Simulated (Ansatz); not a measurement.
`CCB(F)Br` + H₂O → `OB(F)Br` + `CC` at 600 K and 1 bar (formal hydrolysis of a B–C bond).

Program: Ansatz. Geometries: PBE0-D4/def2-TZVP. ΔE: electronic, gas phase. CCSD(T)/CBS is the MP2 limit (def2-TZVPP, def2-QZVPP) plus CCSD(T) − MP2 in def2-TZVPP, frozen cores. This one scheme is used for every species. For Br outer-core shells are correlated without core-valence functions, which leaves a few kJ/mol of doubt a bond. Scalar relativity is left out up to krypton. One conformer a species, not always the lowest.

```tsv
species	CCSD(T)/CBS energy (Eh)	H − E (kJ/mol)	S (J/(mol·K))
`CCB(F)Br`	-2777.13014	246.9	429.6
H₂O	-76.37941	76.8	212.8
`OB(F)Br`	-2773.83630	95.8	347.4
`CC`	-79.71954	228.8	274.9
```

H − E and S are ideal-gas, rigid-rotor, harmonic terms from PBE0-D4/def2-TZVP, for one conformer and one mirror image of each species. 1 Eh = 2625.50 kJ/mol, R = 8.31446 J/(mol·K).

Question: By hand: ΔE, ΔH, ΔS and ΔG.

Answer: ΔE = (-2773.83630) + (-79.71954) − (-2777.13014) − (-76.37941) = -0.04629 Eh = -121.5 kJ/mol. Δ(H − E) = 95.8 + 228.8 − 246.9 − 76.8 = 0.9, so ΔH = -120.6 kJ/mol. ΔS = 347.4 + 274.9 − 429.6 − 212.8 = -20.1 J/(mol·K). ΔG = -120.6 − 600 × (-20.1)/1000 = -108.5 kJ/mol.

Question: By hand: the equilibrium constant, and the temperature at which ΔG would vanish if ΔH and ΔS stayed fixed.

Answer: log₁₀ K = −ΔG/(RT ln 10) = 9.4. ΔG = 0 at ΔH/ΔS = 6000 K, far beyond where these terms or the molecules hold.

ΔH outweighs TΔS. A doubt of 5 kJ/mol in ΔE shifts log₁₀ K by 0.4 here. Other conformers and mirror images would add mixing entropy, several J/(mol·K) or more a flexible species. Modes under 60 cm⁻¹, often nearly free rotors, make the harmonic entropy too high. These are equilibria of isolated gas molecules and say nothing of rates. Largest T1 diagnostic: 0.010 (customary marks: 0.02 for closed shells, 0.045 for open ones).
